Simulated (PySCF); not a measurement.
Basis and Hamiltonian dependence of the excitation energy of P⁺

P⁺ [Ne] 3s2 3p2 (3P) → P⁺ [Ne] 3s1 3p3 (5S). Calculated with PySCF 2.14 from differences of total energies of unrestricted determinants, without spin-orbit coupling. Values in eV.

```csv
basis,Hamiltonian,functions,UHF,PBE,PBE0,MP2 (valence),CCSD(T) (valence),CCSD(T) (valence and next inner shell)
aug-cc-pVDZ-DK,spin-free X2C,27,4.007,5.778,5.573,4.888,5.297,n/a
aug-cc-pV(D+d)Z,non-relativistic,32,3.928,5.691,5.487,4.820,5.242,n/a
x2c-TZVPPall,spin-free X2C,42,3.984,5.777,5.565,5.040,5.411,5.533
def2-TZVPPD,non-relativistic,48,3.890,5.676,5.467,4.957,5.329,5.448
dyall-av2z,non-relativistic,50,3.928,5.709,5.498,4.831,5.236,n/a
aug-cc-pV(T+d)Z,non-relativistic,55,3.897,5.686,5.474,4.973,5.342,n/a
x2c-QZVPPall,spin-free X2C,70,3.972,5.771,5.557,5.131,5.460,5.598
aug-cc-pwCVTZ,non-relativistic,75,3.894,5.693,5.479,4.992,5.353,5.474
dyall-av3z,non-relativistic,84,3.883,5.678,5.465,4.973,5.337,n/a
"aug-cc-pCVTZ-DK with one added diffuse shell each of s, p, d, f type",spin-free X2C,91,3.978,5.781,5.567,5.067,5.430,5.545
dyall-acv3z,non-relativistic,113,3.888,5.681,5.468,4.997,5.353,n/a
aug-cc-pwCVQZ,non-relativistic,134,3.887,5.680,5.467,5.059,n/a,n/a
aug-cc-pV(5+d)Z,non-relativistic,136,3.887,5.677,5.465,5.084,n/a,n/a
```

Problem. Estimate the row for aug-cc-pV(T+d)Z with one added diffuse shell each of s, p, d, f type (non-relativistic, 71 functions).

Solution. From the rows with the same Hamiltonian and similar size; the calculation gives UHF 3.90; PBE 5.69; PBE0 5.47; MP2 (valence) 4.97; CCSD(T) (valence) 5.34 (eV).

Frozen in the all-electron rows: valence: [Ne]; valence and next inner shell: 1s2.

Reference for a calculation without spin-orbit coupling: 5.627 eV (measured, between term centres; NIST).
